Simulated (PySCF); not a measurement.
# Optical rotation: SMILES C#CC=C=C([SiH3])C#C, C$_{7}$H$_{6}$Si

Molfile (atoms numbered from 1):
```
C7H6Si
     RDKit          3D

 14 13  0  0  0  0  0  0  0  0999 V2000
    3.7029    0.4012   -0.3778 C   0  0  0  0  0  0  0  0  0  0  0  0
    2.7172   -0.0778    0.1422 C   0  0  0  0  0  0  0  0  0  0  0  0
    1.5812   -0.6598    0.7733 C   0  0  0  0  0  0  0  0  0  0  0  0
    0.3348   -0.4063    0.4301 C   0  0  0  0  0  0  0  0  0  0  0  0
   -0.9097   -0.2049    0.0545 C   0  0  0  0  0  0  0  0  0  0  0  0
   -1.6426   -1.3369   -1.2830 Si  0  0  0  0  0  4  0  0  0  0  0  0
   -1.7448    0.8205    0.5863 C   0  0  0  0  0  0  0  0  0  0  0  0
   -2.5155    1.6669    0.9895 C   0  0  0  0  0  0  0  0  0  0  0  0
    4.5712    0.8297   -0.8425 H   0  0  0  0  0  0  0  0  0  0  0  0
    1.7621   -1.3604    1.6007 H   0  0  0  0  0  0  0  0  0  0  0  0
   -2.0336   -0.5119   -2.4629 H   0  0  0  0  0  0  0  0  0  0  0  0
   -0.6079   -2.3390   -1.6637 H   0  0  0  0  0  0  0  0  0  0  0  0
   -2.8532   -2.0171   -0.7367 H   0  0  0  0  0  0  0  0  0  0  0  0
   -3.1832    2.4232    1.3579 H   0  0  0  0  0  0  0  0  0  0  0  0
  1  2  3  0
  2  3  1  0
  3  4  2  0
  4  5  2  0
  5  6  1  0
  5  7  1  0
  7  8  3  0
  1  9  1  0
  3 10  1  0
  6 11  1  0
  6 12  1  0
  6 13  1  0
  8 14  1  0
M  END
```

Method used: PySCF, TDDFT CAM-B3LYP/aug-cc-pVDZ circular dichroism and optical rotation, one conformer, gas phase. Geometry: PBE0-D3(BJ)/def2-SVP.

No stereocentre is labelled: unless the shape is locked (an allene, a helicene, a hindered biaryl), the mirror image is equally populated and a measured rotation or CD is zero.

Q: What is the specific rotation at 633, 589.3, 546, 436, 405, 365, 355 nm?

A: [α] in deg dm⁻¹ (g/mL)⁻¹:
```tsv
λ (nm)	origin-invariant length gauge	modified velocity gauge	length gauge (centre of mass)	isotropic polarisability (au)
633	+29.8	+32.2	+27.7	129.0
589.3	+37.6	+40.4	+35.1	130.1
546	+49.0	+52.2	+46.0	131.5
436	+118.3	+122.6	+112.2	137.7
405	+164.9	+169.4	+157.0	140.8
365	+277.8	+281.5	+265.9	146.6
355	+323.6	+326.7	+310.2	148.6
```

Q: And for the mirror image at 589.3 nm?

A: -37.6 deg dm⁻¹ (g/mL)⁻¹ (origin-invariant length gauge): the same size and the opposite sign.

Q: What is the molar rotation [Φ] = [α]·M/100 of the geometry above at 589.3 nm?

A: With M = 118.21 g/mol, +44.5 deg cm² dmol⁻¹ (origin-invariant length gauge).

The first excitation lies at 4.71 eV (263 nm) with R = +1.8 × 10⁻⁴⁰ esu² cm² (velocity form).
